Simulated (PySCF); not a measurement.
Compound: C₆H₆Cl₂.
SMILES with atom numbers: `[Cl:1][C@@H:2]1[C@H:3]2[C@H:4]([Cl:5])[C@H:6]3[C@@H:7]1[C@@H:8]23`

Geometry (GFN2-xTB, Å), atoms numbered from 1 in this order:
```
atom  x, y, z in Å
Cl1   -1.2035    0.2768   -2.6171
C2    -0.7315    0.6513   -0.9475
C3     0.7076    0.2185   -0.6370
C4     0.8568    0.6612    0.8246
Cl5    2.4669    0.2994    1.4783
C6    -0.1386   -0.4314    1.1472
C7    -1.1549   -0.4378    0.0134
C8     0.1577   -1.1481   -0.1367
H9    -1.0171    1.6865   -0.7539
H10    1.5047    0.3744   -1.3522
H11    0.6277    1.6968    1.0813
H12   -0.3489   -0.8377    2.1209
H13   -2.1437   -0.8487    0.1188
H14    0.4159   -2.1619   -0.3624
```

NICS = −σ at a ghost point: NICS(0) at the centroid of the ring atoms, NICS(1) 1 Å to either side along the normal of their mean plane, zz for the tensor component along that normal. Level: GIAO PBE0/pcSseg-1 (PySCF, non-relativistic, gas phase) on the GFN2-xTB geometry, one conformer.

Ring bond lengths (Å), with Mayer bond orders in brackets: C2–C3 1.534 (0.92), C3–C8 1.556 (0.90), C8–C7 1.500 (0.87), C7–C2 1.513 (0.92); C3–C4 1.534 (0.92), C4–C6 1.513 (0.92), C6–C8 1.500 (0.87), C8–C3 1.556 (0.90); C6–C7 1.523 (0.92), C7–C8 1.500 (0.87), C8–C6 1.500 (0.87).

Q: Give the NICS values of each ring in ppm.

A: 
```json
{"ring": "C2–C3–C8–C7", "type": "4-membered carbocycle; formal bonds all single", "NICS(0)": "-6.3", "NICS(1), two faces": "-0.4 / -11.3", "NICS(1)zz, two faces": "2.9 / -8.2", "rms pucker (Å)": "0.14", "centre to ring atoms, mean (Å)": "1.07"}
{"ring": "C3–C4–C6–C8", "type": "4-membered carbocycle; formal bonds all single", "NICS(0)": "-6.3", "NICS(1), two faces": "-11.3 / -0.4", "NICS(1)zz, two faces": "-8.2 / 2.9", "rms pucker (Å)": "0.14", "centre to ring atoms, mean (Å)": "1.07"}
{"ring": "C6–C7–C8", "type": "3-membered carbocycle; formal bonds all single", "NICS(0)": "-37.1", "NICS(1), two faces": "-10.0 / -7.5", "NICS(1)zz, two faces": "-27.4 / -28.1", "rms pucker (Å)": "0.00", "centre to ring atoms, mean (Å)": "0.87"}
```

Q: What can be read from them?

A: 
- C2–C3–C8–C7: mean NICS(1)zz -2.7 ppm, near zero. C2, C3, C7, C8 have four or more neighbours, and the NICS criterion for π rings isn't applied. The two faces differ by 11.1 ppm, so no symmetry operation interchanges them.
- C3–C4–C6–C8: mean NICS(1)zz -2.7 ppm, near zero. C3, C4, C6, C8 have four or more neighbours; no verdict on aromaticity is drawn. The two faces differ by 11.1 ppm, so no symmetry operation interchanges them.
- C6–C7–C8: mean NICS(1)zz -27.7 ppm, shielded. C6, C7, C8 have four or more neighbours, and the NICS criterion for π rings isn't applied. NICS(0) lies 28 ppm below the mean NICS(1).

Q: How shielded are the nuclei of the rings and their hydrogens (means over atoms taken as equivalent)?

A: 
```tsv
atoms	environment	σ isotropic (ppm)	principal values of the symmetric part, first atom (ppm)
C2 (×2)	sp3 C–Cl carbon	117.7	104.2, 108.1, 140.7
C3	sp3 carbon at a ring junction	129.4	112.6, 132.7, 142.9
C6 (×2)	sp3 carbon at a ring junction	154.0	115.6, 149.5, 196.8
C8	sp3 carbon at a ring junction	149.5	100.2, 145.1, 203.3
H9 (×2)	methine hydrogen	27.49	20.5, 29.7, 32.3
H10	methine hydrogen	29.56	24.4, 29.7, 34.5
H12 (×2)	methine hydrogen	29.56	24.0, 26.6, 38.0
H14	methine hydrogen	28.04	23.2, 26.4, 34.5
```
